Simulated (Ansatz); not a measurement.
Relaxation of BCl₂FH₂ (6 atoms, charge 0, multiplicity 1), to a largest force component of 0.03 eV/Å in at most 50 steps.

The calculation used Ansatz, RKS PBE-D4/def2-SVP.

```xyz
6
Properties=species:S:1:pos:R:3
B -0.069 -0.455 -0.434
Cl -0.084 0.026 2.590
F 1.072 0.157 -0.701
Cl -1.585 0.274 -0.922
H -0.057 -1.552 0.059
H -0.107 -1.098 1.865
```

**Question.** Where does it end, and by what steps?

**Answer.** The forces met the threshold. After 14 steps the energy has fallen by 0.063 eV; H6 moved furthest, 0.70 Å.

```tsv
step	energy less start (eV)	largest force component (eV/Å)	accepted
0	0.0000	0.821	yes
1	-0.0230	0.444	yes
2	0.0251	0.985	no
3	-0.0279	0.432	yes
4	-0.0470	0.072	yes
5	-0.0514	0.071	yes
6	-0.0546	0.334	yes
7	-0.0552	0.352	yes
8	-0.0576	0.344	yes
9	-0.0576	0.346	yes
10	-0.0454	0.860	no
11	-0.0609	0.236	yes
12	-0.0624	0.059	yes
13	-0.0352	0.653	no
14	-0.0627	0.026	yes
```

```xyz
6
Properties=species:S:1:pos:R:3
B -0.053 -0.435 -0.582
Cl -0.093 0.048 2.485
F 1.088 0.219 -0.742
Cl -1.560 0.363 -1.009
H -0.045 -1.599 -0.243
H -0.166 -1.245 2.548
```

Whether the end is a true minimum wasn't checked by a vibrational analysis.

Time of the run: 35 s on 1 thread of Intel(R) Xeon(R) Platinum 8488C (Sapphire Rapids), with other jobs on the host, peak memory 0.16 GiB.
